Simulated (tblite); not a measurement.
`C=CC1=CC=C(C(F)(F)F)C=C1`. The geometry is computed with GFN2-xTB (gas phase).

```
atom  x, y, z in Å
C1     3.4753   -0.5918   -0.4762
C2     2.5535    0.3629   -0.5213
C3     1.1205    0.2049   -0.3008
C4     0.5253   -1.0225   -0.0037
C5    -0.8361   -1.1213    0.2029
C6    -1.6300    0.0140    0.1137
C7    -3.1106   -0.0511    0.3429
F8    -3.4936    0.7019    1.3934
F9    -3.5632   -1.2890    0.5833
F10   -3.8113    0.4092   -0.7118
C11   -1.0603    1.2459   -0.1855
C12    0.3009    1.3336   -0.3902
H13    3.2449   -1.6216   -0.2639
H14    4.5135   -0.3706   -0.6552
H15    2.8613    1.3777   -0.7420
H16    1.1298   -1.9124    0.0679
H17   -1.2852   -2.0753    0.4329
H18   -1.6857    2.1229   -0.2559
H19    0.7413    2.2919   -0.6230
```

(1) Which two atoms are farthest apart?

(2) How far apart are these pairs, which share no bond: C1···C3, C1···H19, C3···H15, C6···H15, H16···H17?

(3) What is the repulsion energy of the bare nuclei, Σ ZA·ZB/RAB?

(4) Give the dihedral angles H17–C5–C6–C7, C12–C3–C4–C5, H13–C1–C2–H15, C4–C3–C12–H19, C2–C3–C12–H19.

(5) What are the angles C1–C2–C3, C4–C3–C12, C2–C3–C12, C6–C5–H17, C5–C6–C11, C6–C7–F9, C12–C11–H18, C3–C12–H19?

## Answers

(1) F10···H14, 8.36 Å; the next longest distance is 8.33 Å.

(2) C1···C3 2.492 Å (2 bonds apart); C1···H19 3.976 Å (4 bonds apart); C3···H15 2.145 Å (2 bonds apart); C6···H15 4.771 Å (5 bonds apart); H16···H17 2.448 Å (3 bonds apart).

(3) 680.94 Eh over 171 pairs, with full nuclear charges and distances in bohr; the largest single term is 21.33 Eh (C7 with F9).

(4) H17–C5–C6–C7 1° (synperiplanar); C12–C3–C4–C5 0° (synperiplanar); H13–C1–C2–H15 180° (antiperiplanar); C4–C3–C12–H19 180° (antiperiplanar); C2–C3–C12–H19 0° (synperiplanar). Dihedral signs follow IUPAC: positive where, seen along the central bond, the front bond turns clockwise onto the rear one.

(5) From the scalar product of the two bond vectors; for C1–C2–C3 it is -1.1602 Å² over 1.3279 × 1.4584 Å², cos θ = -0.5991. C1–C2–C3 126.8°; C4–C3–C12 118.3°; C2–C3–C12 118.6°; C6–C5–H17 119.9°; C5–C6–C11 120.3°; C6–C7–F9 113.6°; C12–C11–H18 120.7°; C3–C12–H19 119.4°.

Its lowest GFN2-xTB frequency is 7i cm⁻¹, too small to tell a flat minimum from a shallow saddle. The numbers are those of one conformer.

On AMD EPYC 7R43, one thread, shared host, this took 0.32 s of wall time. This is the geometry optimisation.
